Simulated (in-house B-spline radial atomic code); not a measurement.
# RPA and G0W0 on B3LYP (VWN-RPA): the osmium ion Os⁸⁺

Configuration [Xe] 4f14, mean-field start B3LYP (VWN-RPA). Computed with an all-electron radial atomic-structure program (B-spline basis): all electrons, scalar-relativistic (spin-free one-electron X2C), finite nucleus, each spin shell either full or empty, empty states to l = 9 with an (l + 1/2)⁻⁴ tail; G0W0 by contour deformation at full frequency.

Without the two-electron picture change, the correlation of inner shells comes somewhat too large for so heavy an element.

Command:
```bash
python run_gw.py task.json out
```
Settings (radii: box in bohr, nucleus in fm):
```
Z                        76
electrons                68
configuration            [Xe] 4f14
hamiltonian              x2c
method                   b3lyp
lmax                     9
rms_radius               5.4126
spin_polarised           False
box_radius               7.7
intervals                65
```

Run time, properties included: 6.4 s on 1 thread of Arm Neoverse N1, on a shared host.

Energies (hartree):

```tsv
term	value
mean-field total	-17240.87864
Hartree-Fock functional on these orbitals	-17235.47190
direct second order	-7.1134
second-order exchange	1.7712
SOSEX correction	1.665
```

**Question.** What is the RPA correlation energy, and what remains with SOSEX?

**Answer.** RPA gives -6.2389 hartree (-2.5 eV per electron); RPA + SOSEX gives -4.5739, and the second-order doubles -5.3422 hartree (no singles). RPA lacks exchange-type terms and so overcorrelates at short range.

Quasi-particle levels (eV):

```
level  occupied  mean field  Σx - vxc     Σc  QP weight     G0W0
   5p       yes     -164.65     -7.62      ?          ?        ?
   4f       yes     -173.80    -16.63   4.21      0.954  -186.22
   5d        no     -107.55      7.87  -2.04      0.979  -101.72
```

G0W0 = mean field + (Σx - vxc) + Σc, with Σc (partial-wave tail included) taken at the quasi-particle energy. Only the outer levels were computed. Levels of low weight are left out.

**Question.** Where does G0W0 put 5p?

**Answer.** At -173.21 eV, with Σc = -0.94 eV and a quasi-particle weight of 0.972. The tabulated removal energy is 168.7 ± 0.5 eV (NIST, semi-empirical); the calculation leaves out spin-orbit coupling, Breit and QED terms, and what these don't explain is the method's own error.
